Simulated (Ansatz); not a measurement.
Reaction (ligand exchange at the Si–O bond): `F[Si](Cl)(Cl)[O][GeH3]` + H–F → `F[Si](F)(Cl)Cl` + `[OH][GeH3]`

Isolated molecules relaxed with PBE0-D4/def2-TZVP in Ansatz; ΔE leaves out vibrations. CCSD(T)/CBS adds triple-zeta CCSD(T) − MP2 to the extrapolated MP2 energy (def2 sets, frozen cores). This one scheme is used for every species. DFT in def2-TZVPP. B3LYP here is the variant with VWN-RPA as its local correlation; programs differ in this. For Ge outer-core shells are correlated without core-valence functions, which leaves a few kJ/mol of doubt a bond. Scalar relativity is left out up to krypton. One conformer a species, not always the lowest.

CCSD(T)/CBS gives -2.9 kJ/mol.

(1) Another level gave -5.5 kJ/mol. Which?
A. PBE0-D4/def2-TZVPP
B. B2PLYP/def2-TZVPP
C. B3LYP/def2-TZVPP
D. BLYP/def2-TZVPP

Largest T1 diagnostic among the species: 0.011.

Answers

(1) A. PBE0-D4 -5.5, B2PLYP -12.3, B3LYP -18.1, BLYP -23.4 kJ/mol.

In def2-TZVPP, CCSD(T) changes the Hartree–Fock value by +6.3 kJ/mol (the triples alone add +1.0 kJ/mol) and MP2 by +8.8 kJ/mol. From BLYP to BHLYP (50 % exact exchange), in def2-TZVPP and without D4, ΔE moves by +10.0 kJ/mol. Leaving LDA and LC-ωPBE aside and taking each functional with its dispersion term where it has one, the values, not all of them listed here, spread over 15.4 kJ/mol, from B97M-V to BHLYP-D4. LDA lies +6.9 kJ/mol from PBE without D4.
